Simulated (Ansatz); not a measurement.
Consider the formal exchange of groups at the Se–Al bond: `C[Se][AlH][OH]` + `OBO` → `C[Se]B(O)O` + `[OH][AlH2]`.

Calculated with Ansatz (gas phase, PBE0-D4/def2-TZVP geometries, no zero-point term in ΔE). CBS: MP2 limit from def2 TZ/QZ plus the TZ coupled-cluster correction, frozen cores. This one scheme is used for every species. For Se outer-core shells are correlated without core-valence functions, which leaves a few kJ/mol of doubt a bond. Scalar relativity is left out up to krypton. Each species was taken in one conformer, which may not be the lowest.

| level | ΔE (kJ/mol) |
| --- | --- |
| CCSD/def2-TZVPP | 66.0 |
| CCSD/CBS(def2) | 69.3 |

(1) What does CCSD(T)/CBS give? (Best estimate.)

Largest T1 diagnostic among the species: 0.013.

Answers

(1) The calculation gave: +68.5 kJ/mol. The listed levels differ from it by -2.5, 0.8 kJ/mol.

In def2-TZVPP, CCSD(T) changes the Hartree–Fock value by −7.6 kJ/mol (the triples alone add −0.8 kJ/mol) and MP2 by −7.3 kJ/mol. The D4 term adds −3.1 kJ/mol with B3LYP and −1.5 kJ/mol with PBE0; it sums over pairs of atoms, weighted by their polarisabilities, and B3LYP, whose exchange is more repulsive, gets the larger term.

B3LYP here is the variant with VWN-RPA as its local correlation; programs differ in this.
